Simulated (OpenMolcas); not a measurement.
Computed levels of 3d3 in ions with 21 electrons, in cm-1 above 4F 3/2.

| Item | Value |
| --- | --- |
| Program | OpenMolcas |
| Method | CASSCF |
| Basis | ANO-R3 |
| Scalar Hamiltonian | X2C, finite nucleus |
| Spin-orbit coupling | RASSI with atomic mean-field integrals over the reference wave functions, term energies averaged over their components |

Active space for each ion: 3 electrons in 5 orbitals (3d).

| Level | V2+ | Cr3+ | Fe5+ | Co6+ | Ni7+ |
| --- | --- | --- | --- | --- | --- |
| 4F 5/2 | 155 | 242 | 520 | 708 | 947 |
| 4F 7/2 | 368 | 575 | 1224 | 1659 | 2208 |
| 4F 9/2 | 636 | 991 | 2091 | 2819 | 3729 |
| 4P 1/2 | 14888 | 17795 | 23168 | 25705 | 28250 |
| 4P 3/2 | 14963 | 17905 | 23360 | 25935 | 28508 |
| 2G 7/2 | 15025 | 18105 | 23845 | 26582 | 29348 |
| 4P 5/2 | 15136 | 18184 | 24001 | 26839 | 29765 |
| 2G 9/2 | 15252 | 18455 | 24546 | 27495 | 30507 |
| 2P 1/2 | 19838 | 23882 | 31384 | 34951 | 38559 |

Problem. Estimate 4F 9/2, 4P 1/2, 4P 3/2 for Mn4+ from its neighbours Cr3+ and Fe5+.

Solution. 4F 9/2 is fine structure, which grows about as the fourth power of a screened charge, so the fourth roots are averaged: ((991^0.25 + 2091^0.25) / 2)^4 = 1465. The calculation gives 1476, so the estimate is off by -0.7 %; the measured value is 1412 (Corliss and Sugar, J. Phys. Chem. Ref. Data 6, 1253 (1977)).
4P 1/2 is another term, which grows about linearly with the charge: (17795 + 23168) / 2 = 20482. The calculation gives 20524, so the estimate is off by -0.2 %; the measured value is 16434 (Corliss and Sugar, J. Phys. Chem. Ref. Data 6, 1253 (1977)).
4P 3/2 is another term, which grows about linearly with the charge: (17905 + 23360) / 2 = 20632. The calculation gives 20674, so the estimate is off by -0.2 %; the measured value is 16595 (Corliss and Sugar, J. Phys. Chem. Ref. Data 6, 1253 (1977)).

Without dynamic correlation excited terms often stand tens of per cent too high (terms of higher spin than the ground term too low), and those without a measured partner can miss by more than the paired ones. Computed and measured levels are paired by configuration, term and J; levels that our copy of the source lacks, or whose pairing is in doubt (as where it misses far off the trend of its configuration), stay unpaired and out of the deviations. Only configurations of the active space appear.
